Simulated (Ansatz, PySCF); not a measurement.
Gas-phase reaction in SMILES: [NH]B(N)N -> [NH-]B(N)N (an electron is taken up)
Geometries: B3LYP-D3(BJ)/def2-TZVP minima from Ansatz (a quantum-chemistry and plane-wave program), one conformer each, not searched for the lowest. Frequencies are from Ansatz.

Quantity: adiabatic electron affinity (0 K, with B3LYP-D3(BJ) harmonic zero-point energies), positive where the reaction releases energy, in eV. Cores are frozen in the correlated levels unless marked. Open shells are spin-unrestricted. Spin-orbit coupling is left out. Non-relativistic unless marked X2C. Anions need diffuse functions: aug- sets have them; def2-D sets add few; the other sets have none. CBS marks a two-point X^-3 extrapolation of the correlation energy; Hartree-Fock from the larger set. The bracket is a focal-point correction in the basis named.

```json
[
 {"level": "HF/def2-TZVPD", "program": "PySCF", "adiabatic electron affinity (eV)": "-0.27", "minus last row": "-1.89"},
 {"level": "B3LYP/def2-TZVPD", "program": "Ansatz", "adiabatic electron affinity (eV)": "1.42", "minus last row": "-0.20"},
 {"level": "CAM-B3LYP/def2-TZVPD", "program": "Ansatz", "adiabatic electron affinity (eV)": "1.39", "minus last row": "-0.23"},
 {"level": "B2GP-PLYP-D4/def2-TZVPD", "program": "Ansatz + dftd4", "adiabatic electron affinity (eV)": "1.44", "minus last row": "-0.18"},
 {"level": "MP2/STO-3G", "program": "Ansatz", "adiabatic electron affinity (eV)": "-4.07", "minus last row": "-5.69"},
 {"level": "MP2/cc-pwCVTZ", "program": "Ansatz", "adiabatic electron affinity (eV)": "1.37", "minus last row": "-0.25"},
 {"level": "SCS-MP2/cc-pwCVTZ", "program": "Ansatz", "adiabatic electron affinity (eV)": "1.26", "minus last row": "-0.36"},
 {"level": "CCSD/cc-pVDZ", "program": "Ansatz", "adiabatic electron affinity (eV)": "0.45", "minus last row": "-1.17"},
 {"level": "X2C-CCSD(T)/cc-pVTZ-DK", "program": "Ansatz", "adiabatic electron affinity (eV)": "1.16", "minus last row": "-0.46"},
 {"level": "RI-MP2/CBS(aug-cc-pVTZ,aug-cc-pVQZ)+[CCSD(T)-MP2]/aug-cc-pVTZ", "program": "Ansatz", "adiabatic electron affinity (eV)": "1.62", "minus last row": "0.00"}
]
```
